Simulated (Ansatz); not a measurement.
`C[CH2][Sn][NH2]` + `[SeH][InH2]` → `C[Se][InH2]` + `[CH3][Sn][NH2]` at 400 K and 1 bar (substitution at a C–C bond).

Computed with Ansatz on PBE0-D4/def2-TZVP structures; ΔE is electronic, products minus reactants. CBS: MP2 limit from def2 TZ/QZ plus the TZ coupled-cluster correction, frozen cores. Elements past krypton have def2 core potentials. For In, Se, Sn outer-core shells are correlated without core-valence functions, which leaves a few kJ/mol of doubt a bond. Scalar relativity is left out up to krypton. One conformer a species, not always the lowest.

```csv
species,CCSD(T)/CBS energy (Eh),H − E (kJ/mol),S (J/(mol·K))
`C[CH2][Sn][NH2]`,-349.05917,266.3,386.3
`[SeH][InH2]`,-2592.33228,74.3,324.5
`C[Se][InH2]`,-2631.58862,160.0,378.5
`[CH3][Sn][NH2]`,-309.80337,184.1,355.8
```

H − E and S are ideal-gas, rigid-rotor, harmonic terms from PBE0-D4/def2-TZVP, for one conformer and one mirror image of each species. 1 Eh = 2625.50 kJ/mol, R = 8.31446 J/(mol·K).

**Question.** By hand: ΔE, ΔH, ΔS and ΔG.

**Answer.** ΔE = (-2631.58862) + (-309.80337) − (-349.05917) − (-2592.33228) = -0.00054 Eh = -1.4 kJ/mol. Δ(H − E) = 160.0 + 184.1 − 266.3 − 74.3 = 3.5, so ΔH = 2.1 kJ/mol. ΔS = 378.5 + 355.8 − 386.3 − 324.5 = 23.5 J/(mol·K). ΔG = 2.1 − 400 × (23.5)/1000 = -7.3 kJ/mol.

**Question.** By hand: the equilibrium constant, and the temperature at which ΔG would vanish if ΔH and ΔS stayed fixed.

**Answer.** log₁₀ K = −ΔG/(RT ln 10) = 1.0. ΔG = 0 at ΔH/ΔS = 89 K, though so small a ΔH makes that figure unsure.

TΔS isn't small against ΔH here. A doubt of 5 kJ/mol in ΔE shifts log₁₀ K by 0.7 here. Other conformers and mirror images would add mixing entropy, several J/(mol·K) or more a flexible species. Modes under 60 cm⁻¹, often nearly free rotors, make the harmonic entropy too high. These are equilibria of isolated gas molecules and say nothing of rates. Largest T1 diagnostic: 0.016 (customary marks: 0.02 for closed shells, 0.045 for open ones).
